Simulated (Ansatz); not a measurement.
`NC/N=C/[SiH3]`. Total charge 0; spin multiplicity 1.

```
atom   x (Å)   y (Å)   z (Å)
  N1  -1.126   1.854   1.212
  C2  -0.052   0.885   1.280
  N3   0.187   0.378  -0.050
  C4   0.194  -0.874  -0.229
 Si5   0.525  -1.583  -1.941
  H6  -0.884   2.574   0.541
  H7  -1.253   2.301   2.112
  H8  -0.338   0.087   1.982
  H9   0.909   1.305   1.619
 H10   0.001  -1.560   0.616
 H11  -0.617  -2.448  -2.341
 H12   1.743  -2.437  -1.888
 H13   0.710  -0.481  -2.913
```

Give the diagnostics of a CCSD(T)/def2-TZVPP run (frozen core, Ansatz). (Estimate.)

The calculation gave: T1 = 0.0115, largest single amplitude 0.015, largest double 0.057, (T) share of the correlation energy 4.0 %, 10 CCSD cycles. The RHF solution is unstable towards an unrestricted one. T1 lies under the customary mark of 0.02 for closed shells.
